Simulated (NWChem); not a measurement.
BeSiH3Br; SMILES [Br][Be][SiH3]

```xyz
6

Be    -0.0002    -0.5795     0.0017
Br     0.0010     1.3883     0.0006
Si    -0.0006    -2.7521    -0.0027
H     -1.0842    -3.3007    -0.8807
H     -0.2174    -3.3092     1.3716
H      1.3001    -3.3018    -0.5050
```
Atoms are numbered in this order, from 1.

Level: PBE0/def2-SVP (NWChem), optimised geometry, unscaled harmonic frequencies. This build's default masses of Se (78.918 u) and Br (79.917 u) are each other's, which moves their modes by up to 0.6 %.

| frequency (cm⁻¹) | IR intensity (km/mol) |
|---|---|
| 161 | 15.0 |
| 162 | 15.0 |
| 265 | 4.6 |
| 486 | 0.6 |
| 486 | 0.6 |
| 857 | 284.1 |
| 923 | 58.1 |
| 935 | 34.4 |
| 935 | 34.4 |
| 2208 | 45.4 |
| 2213 | 85.3 |
| 2213 | 85.3 |

```yaml
zero_point_energy: 16.9 kcal/mol
thermal correction to the enthalpy at 298.15 K (with zero-point energy): 20.8 kcal/mol
heat capacity Cv: 16.0 cal/(mol K)
entropy at 298.15 K and 1 atm (symmetry number 3): 71.9 cal/(mol K)
dipole_moment: 0.01 D
```

Rigid rotor and harmonic oscillator.
